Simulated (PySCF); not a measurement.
A structure optimised at PBE0-D3(BJ)/def2-SVP, used in a PySCF frequency run:

```
C
H 1 1.1003
O 1 1.4013 2 107.80
C 3 1.4068 1 110.46 2 -179.00
H 4 1.1006 3 107.92 1 -173.50
H 1 1.1106 2 108.11 3 -119.59
H 4 1.1189 5 106.89 3 117.00
C 4 1.4921 5 110.31 7 119.89
O 8 1.3552 4 118.04 5 162.58
H 8 1.0935 9 112.64 1 -161.95
C 9 1.4161 8 114.23 10 172.90
H 11 1.0995 9 106.90 8 168.41
H 11 1.1052 12 108.90 9 -117.82
```
Charge 0, spin multiplicity 2.

**Question.** Write its SMILES and formula.

**Answer.** [CH]1COCCO1, C4H7O2

**Question.** What are its rotational constants (standard atomic weights)?

**Answer.** 5.3702, 4.8326, 2.7872 GHz
